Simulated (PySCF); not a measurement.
F₂Ge, neutral, multiplicity 1.

```xyz
3

Ge     0.0000     0.0000     0.4177
F      0.0000    -1.3212    -0.7425
F      0.0000     1.3212    -0.7425
```
Charge 0, spin multiplicity 1.

The structure is a stationary point at B3LYP-D3(BJ)/def2-TZVP. The isomer is the one that the SMILES or the coordinates give; other isomers of the formula were not compared.

All values below come from PBE/pcSseg-2 run with PySCF. Non-relativistic, no solvent.

**Question.** Give the absolute GIAO shielding of each atom: isotropic value and principal components (ppm). (The exact figures need the calculation; the answer reports its results.)

**Answer.** 
```json
[
 {"atom": "Ge1", "σ(iso)": "1290.3", "σ11": "986.7", "σ22": "1231.2", "σ33": "1653.0", "span": "666.3"},
 {"atom": "F2", "σ(iso)": "68.5", "σ11": "-286.2", "σ22": "160.2", "σ33": "331.6", "span": "617.7"},
 {"atom": "F3", "σ(iso)": "68.5", "σ11": "-286.2", "σ22": "160.2", "σ33": "331.6", "span": "617.7"}
]
```
